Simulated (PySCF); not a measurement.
Al(F)(SeH)2 (AlFH2Se2), SMILES [F][Al]([SeH])[SeH]. Heavy atoms are numbered as in [Al:1]([F:2])([SeH:3])[SeH:5]. Hydrogens are named by the atom that carries them.

Geometry: PBE0-D3(BJ)/def2-SVP. One conformer was computed; it need not be the lowest.

Method: HF/def2-TZVP (PySCF).

ESP charges are fitted to the potential on shells at 1.4 to 2.0 van der Waals radii. Atomic charges (e), one atom of each kind:

| atom | meta-Löwdin | Löwdin | ESP fit | Mulliken |
|---|---|---|---|---|
| Al1 | 0.99 | -0.40 | … | 0.82 |
| F2 | -0.60 | -0.09 | … | -0.44 |
| Se3 (SeH) | -0.24 | 0.19 | … | -0.31 |
| H on Se3 | 0.05 | 0.06 | … | 0.12 |

Task: What belongs in the gaps? (The exact figures need the calculation; the answer reports its results.)

Result: 
- Al1, ESP fit: 0.65
- F2, ESP fit: -0.31
- Se3 (SeH), ESP fit: -0.28
- H on Se3, ESP fit: 0.11
